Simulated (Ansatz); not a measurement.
Born–Oppenheimer molecular dynamics of BClF₂H₃N (8 atoms, charge 0, multiplicity 1). It starts at the highest image of a converged band. Of that band: The profile has 2 maxima (images 2, 5) with wells between them (image 4): this band takes more than one step, which may be the mechanism or a detour left from its start path. A vibrational analysis at the climbing image gives one clearly imaginary mode, 638i cm⁻¹: a first-order saddle point.

Theory: RKS PBE0/def2-SVP in Ansatz.

| Item | Value |
| --- | --- |
| ensemble | NVE (velocity Verlet) |
| time step | 0.5 fs |
| steps asked | 200 |
| starting velocities drawn for | 100 K |
| seed | 11996 |

First frame:

```xyz
8
Properties=species:S:1:pos:R:3
B 0.102 0.217 -0.021
Cl 0.289 -0.007 2.058
N 1.277 0.041 -0.773
H 1.343 -0.767 -1.379
H 2.174 0.376 -0.452
F -1.054 -0.321 -0.382
F -0.147 1.762 0.337
H -0.054 1.428 1.367
```

**Question.** How far do the bonds stretch over the last three quarters of this one trajectory? (Pairs bonded in most of those frames.)

**Answer.** 
```tsv
bond	mean (Å)	spread (Å)	shortest	longest
B1–Cl2	1.844	0.089	1.75	2.03
B1–N3	1.402	0.018	1.37	1.44
B1–F6	1.325	0.010	1.30	1.34
N3–H4	1.017	0.009	1.00	1.04
N3–H5	1.012	0.011	0.99	1.03
F7–H8	0.941	0.025	0.91	1.02
```

Mean temperature of the second half: 795 K. The conserved energy stayed within 0.049 meV per atom of its start (net change 0.018 meV per atom), so the integration is sound. The kinetic energy rose, since the run started high on the potential surface and went downhill. It ends in pieces (BClFH2N + FH), so much of that is their flight and rotation, not heat. A run of 0.1 ps of so small a system gives no equilibrium averages. The orbitals stay closed-shell, which can raise the energy where a bond breaks towards radicals; this wasn't checked here.

Run time: 5.8 min on 2 threads of Arm Neoverse V1 (shared host), peak memory 0.17 GiB.
